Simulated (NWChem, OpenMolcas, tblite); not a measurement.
## A ladder of methods for C2H3Br (vinyl bromide)

C2H3Br has 6 atoms, charge 0, and is taken as a singlet. As SMILES, `C=CBr`. The coordinates come from a PBE0-D4/def2-TZVP relaxation.

Quantity: the dipole moment, in D. The values are calculated.

**What was measured.** NIST CCCBDB gives the dipole moment of the gas as 1.42 D.

| level | kind | program | value (D) | computed − measured | CPU time |
| --- | --- | --- | --- | --- | --- |
| GFN2-xTB | semi-empirical | tblite | 3.12 | +1.70 | under 2 s |
| GFN1-xTB | semi-empirical | tblite | 1.44 | +0.02 | under 2 s |
| HF/aug-cc-pVDZ | Hartree–Fock | OpenMolcas | 1.75 | +0.33 | 18 s |
| SVWN5/aug-cc-pVDZ | LDA | NWChem | 1.39 | -0.03 | 1.8 min |
| revPBE/aug-cc-pVDZ | GGA | OpenMolcas | 1.37 | -0.05 | 50 s |
| r2SCAN/aug-cc-pVDZ | meta-GGA | OpenMolcas | 1.47 | +0.05 | 61 s |
| M06-2X/aug-cc-pVDZ | hybrid meta-GGA | OpenMolcas | 1.56 | +0.14 | 60 s |

Nearest: GFN1-xTB (+0.02 D); farthest: GFN2-xTB (+1.70 D). The measured dipole is a vibrational average, so differences of a few hundredths of a debye mean little. Computed less measured by kind, in D (aug-cc-pVDZ rows): semi-empirical +0.02 to +1.70; Hartree–Fock +0.33; LDA -0.03; GGA -0.05; meta-GGA +0.05; global hybrid +0.14. All-electron rows without a relativistic Hamiltonian named are non-relativistic. Times are those of the runs behind each value, whatever else they computed, on shared processors of several kinds: orders of magnitude only.
